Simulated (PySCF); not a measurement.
Unrelated species, one level of theory. Computed, not measured: TDDFT wB97X-D/def2-SVPD, vertical, gas phase, core orbitals frozen in the response in PySCF 2.14.0, density-fitted response routines. Geometries: PBE0-D3(BJ)/def2-SVP; one conformer of each isolated species. Triplets are in the Tamm–Dancoff approximation.

Question: Rank by computed lowest singlet excitation energy, highest first.
A. `ClC[C@H]1O[SiH2]CC1`
B. `[SiH2](OC(=C)C)CCl`
C. `[Si@H](Cl)(C1CC1)OC`
D. `CO[C@@H]1C[C@@H]1[SiH2]Cl`

Answer: C (7.96 eV), D (7.36 eV), A (7.19 eV), B (6.42 eV).

```json
{"SMILES": "CO[Si@@H](Cl)C1CC1", "S1 (eV)": "7.96", "f (S1)": "0.011", "LUMO (eV)": "2.19", "HOMO (eV)": "-10.19", "T1 (eV)": "7.68", "S1 mainly": "H→L (26%)"}
{"SMILES": "CO[C@@H]1C[C@@H]1[SiH2]Cl", "S1 (eV)": "7.36", "f (S1)": "0.012", "LUMO (eV)": "2.06", "HOMO (eV)": "-9.56", "T1 (eV)": "7.16", "S1 mainly": "H→L (86%)"}
{"SMILES": "ClC[C@@H]1CC[SiH2]O1", "S1 (eV)": "7.19", "f (S1)": "0.005", "LUMO (eV)": "1.83", "HOMO (eV)": "-10.01", "T1 (eV)": "6.85", "S1 mainly": "H→L (86%)"}
{"SMILES": "C=C(C)O[SiH2]CCl", "S1 (eV)": "6.42", "f (S1)": "0.011", "LUMO (eV)": "1.66", "HOMO (eV)": "-8.74", "T1 (eV)": "4.44", "S1 mainly": "H→L (65%)"}
```

H and L stand for HOMO and LUMO.

- `CO[Si@@H](Cl)C1CC1`: Löwdin shares by element: HOMO oxygen 22%, chlorine 16%, carbon 13% or more, silicon 12% (atoms not listed hold the other 37%); LUMO chlorine 26%, silicon 26%, carbon 16% or more, oxygen 7% (atoms not listed hold the other 26%).
- `CO[C@@H]1C[C@@H]1[SiH2]Cl`: Löwdin shares by element: HOMO oxygen 38%, carbon 37% or more (atoms not listed hold the other 25%); LUMO chlorine 20%, carbon 19% or more, silicon 15% (atoms not listed hold the other 45%).
- `ClC[C@@H]1CC[SiH2]O1`: Löwdin shares by element: HOMO oxygen 45%, carbon 12% or more, silicon 10%, hydrogen 7% or more (atoms not listed hold the other 26%); LUMO silicon 29%, chlorine 13%, oxygen 12%, hydrogen 10% or more (atoms not listed hold the other 35%).
- `C=C(C)O[SiH2]CCl`: Löwdin shares by element: HOMO carbon 69% or more, oxygen 18%; LUMO chlorine 33%, silicon 18%, carbon 14% or more, oxygen 8% (atoms not listed hold the other 28%).

Without π bonds the low states are Rydberg-like; a valence basis with one diffuse set may place them up to an eV too high.
